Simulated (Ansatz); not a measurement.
Reaction (formal exchange of groups at a B–Se bond): `C[Se][BH][GeH3]` + `N=CC=O` → `O=C[BH][GeH3]` + `C[Se]C=N`

Computed with Ansatz on PBE0-D4/def2-TZVP structures; ΔE is electronic, products minus reactants. CCSD(T)/CBS is the MP2 limit (def2-TZVPP, def2-QZVPP) plus CCSD(T) − MP2 in def2-TZVPP, frozen cores. DFT in def2-TZVPP. HSE06 is defined as in plane-wave codes. For Ge, Se outer-core shells are correlated without core-valence functions, which leaves a few kJ/mol of doubt a bond. Scalar relativity is left out up to krypton. One conformer a species, not always the lowest.

**Question.** Is it downhill or uphill in electronic energy at CCSD(T)/CBS, and by how much? (Best estimate.)

**Answer.** Computed: Uphill: ΔE = +31.0 kcal/mol.

**Question.** What do these levels give: PBE-D4, r2SCAN-D4, r2SCAN0-D4, HSE06, CCSD/def2-SVP, CCSD/def2-TZVPP? (Best estimate.)

**Answer.** Computed: PBE-D4 26.1, r2SCAN-D4 27.1, r2SCAN0-D4 29.5, HSE06 28.5, CCSD/def2-SVP 35.5, CCSD/def2-TZVPP 31.4 kcal/mol.

Largest T1 diagnostic among the species: 0.018.

The D4 term adds +0.9 kcal/mol with B3LYP and +0.5 kcal/mol with PBE0; it sums over pairs of atoms, weighted by their polarisabilities, and B3LYP, whose exchange is more repulsive, gets the larger term. From BLYP to BHLYP (50 % exact exchange), in def2-TZVPP and without D4, ΔE moves by +5.5 kcal/mol. Leaving LDA and LC-ωPBE aside and taking each functional with its dispersion term where it has one, the values, not all of them listed here, spread over 5.4 kcal/mol, from BLYP-D4 to PBE-QIDH. LDA lies +1.2 kcal/mol from PBE without D4.

B3LYP here is the variant with VWN-RPA as its local correlation; programs differ in this.
